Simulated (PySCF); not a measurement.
This PySCF input asks for the NMR shieldings of SMILES N(C(C)=O)CC1CCC1, C₇H₁₃NO; the geometry comes from GFN2-xTB.

```python
import basis_set_exchange as bse
import numpy as np
from pyscf import gto, dft
from pyscf.prop import nmr

atoms = """
C     3.642223    0.269355    0.249566
C     2.435440   -0.624108    0.459112
O     2.426852   -1.576429    1.207665
N     1.366452   -0.269842   -0.293534
C     0.083690   -0.927112   -0.189676
C    -0.958953   -0.036004    0.474346
C    -1.511749    1.131256   -0.366115
C    -2.941225    0.684663   -0.024038
C    -2.381335   -0.615478    0.573352
H     3.411086    1.288171    0.553364
H     4.468871   -0.102274    0.847267
H     3.928966    0.272097   -0.799494
H     1.406192    0.573428   -0.843412
H    -0.255989   -1.220051   -1.189516
H     0.243798   -1.825702    0.411415
H    -0.577826    0.294775    1.442070
H    -1.234831    2.131438   -0.038631
H    -1.281612    1.029957   -1.425867
H    -3.418391    1.321687    0.717482
H    -3.615303    0.565891   -0.869627
H    -2.722607   -0.867856    1.574234
H    -2.524161   -1.478477   -0.073951
"""
names = dict.fromkeys(["C", "O", "N", "H"], "pcSseg-1")
basis = {el: gto.basis.parse(bse.get_basis(n, elements=[el], fmt="nwchem")) for el, n in names.items()}
mol = gto.M(atom=atoms, basis=basis, charge=0, verbose=0)
mf = dft.RKS(mol, xc="PBE0")
mf.grids.level = 2
mf.grids.alignment = dft.numint.BLKSIZE   # the property module wants whole blocks of grid points
mf.conv_tol = 1e-9
mf.kernel()

calc = nmr.RKS(mf)   # GIAO
C = mf.mo_coeff
Co = C[:, mf.mo_occ > 0]
resp = mf.gen_response(singlet=True, hermi=2)
def vind(x):   # induced exchange potential for any number of trial vectors
    d = np.einsum("pi,xij,qj->xpq", C, 2 * x.reshape(-1, C.shape[1], Co.shape[1]), Co, optimize=True)
    return np.einsum("xpq,pi,qj->xij", resp(d - d.transpose(0, 2, 1)), C, Co, optimize=True).ravel()
mo1, _ = nmr.rhf.solve_mo1(calc, with_cphf=vind)
sigma = calc.kernel(mo1)
for i, s in enumerate(sigma):   # ppm
    print("%2d %-2s %9.2f" % (i, mol.atom_pure_symbol(i), np.trace(s) / 3))
```

Problem. Give the expected output.

Solution. 
```
 0 C     162.71
 1 C      19.01
 2 O     -84.95
 3 N     136.67
 4 C     137.79
 5 C     150.46
 6 C     159.87
 7 C     169.95
 8 C     162.81
 9 H      29.88
10 H      29.97
11 H      29.82
12 H      27.08
13 H      29.35
14 H      27.23
15 H      29.46
16 H      29.53
17 H      30.17
18 H      29.67
19 H      29.86
20 H      29.61
21 H      30.05
```

These numbers come from an equivalent density-fitted implementation of the same equations, which agrees with the script to about 0.01 ppm for H and up to a few tenths of a ppm for heavy atoms, so last digits may differ.

Problem. Turn these shieldings into chemical shifts. References, each an isolated molecule treated in the same way: 13C (σ = 186.93 ppm), 1H (σ = 31.72 ppm) vs TMS; H2O for 17O (σ = 336.08 ppm); NH3 for 15N (σ = 267.73 ppm).

Solution. Averaging equivalent atoms: C 1: 167.9; C 4: 49.1; C 5: 36.5; C 6/8: 25.6; C 0: 24.2; C 7: 17.0; O 2: 421.0; N 3: 131.1; H 12: 4.63; H 13/14: 3.43; H 15: 2.26; H 16/20: 2.15; H 18: 2.04; H 19: 1.86; H 9/10/11: 1.82; H 17/21: 1.60 ppm. Unscaled 17O shifts of doubly bonded oxygen tend to come out too high, by tens of ppm or more. Experimental scales use liquid or dissolved standards, which lie at an offset from isolated NH3 (liquid NH3: subtract about 20 ppm) and H2O (liquid H2O: subtract about 36 ppm).

Size and cost of the density-fitted run: 218 basis functions, 40 s wall time on 1 thread of an Intel Xeon 6975P-C, shared host; peak memory 1.1 GiB.
